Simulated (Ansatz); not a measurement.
Consider the formal exchange of groups at the Si–O bond: `C[Si](N)(O)O[SiH3]` + SiH₄ → `C[Si](N)(O)[SiH3]` + `O[SiH3]`.

Calculated with Ansatz (gas phase, PBE0-D4/def2-TZVP geometries, no zero-point term in ΔE). CBS: MP2 limit from def2 TZ/QZ plus the TZ coupled-cluster correction, frozen cores. This one scheme is used for every species. Functionals use def2-TZVPP. B3LYP here is the variant with VWN-RPA as its local correlation; programs differ in this. Each species was taken in one conformer, which may not be the lowest.

(1) Is it downhill or uphill in electronic energy at CCSD(T)/CBS, and by how much? (Best estimate.)

(2) What do these levels give: PBE-D4, B3LYP-D4, ωB97X-V, r2SCAN, PBE0, B3LYP, HF/def2-TZVPP, MP2/def2-TZVPP, CCSD/def2-TZVPP, CCSD(T)/def2-TZVPP, HF/def2-QZVPP, CCSD/CBS(def2)? (Best estimate.)

Largest T1 diagnostic among the species: 0.012.

Results:

(1) Ansatz gave: Uphill: ΔE = +151.1 kJ/mol.

(2) The calculation gave: PBE-D4 124.1, B3LYP-D4 151.1, ωB97X-V 148.8, r2SCAN 146.7, PBE0 133.1, B3LYP 148.1, HF/def2-TZVPP 177.5, MP2/def2-TZVPP 157.7, CCSD/def2-TZVPP 157.1, CCSD(T)/def2-TZVPP 153.7, HF/def2-QZVPP 179.4, CCSD/CBS(def2) 154.6 kJ/mol.

From PBE to PBE0 (25 % exact exchange), in def2-TZVPP and without D4, ΔE moves by +11.0 kJ/mol. In def2-TZVPP, CCSD(T) changes the Hartree–Fock value by −23.8 kJ/mol (the triples alone add −3.4 kJ/mol) and MP2 by −19.8 kJ/mol.
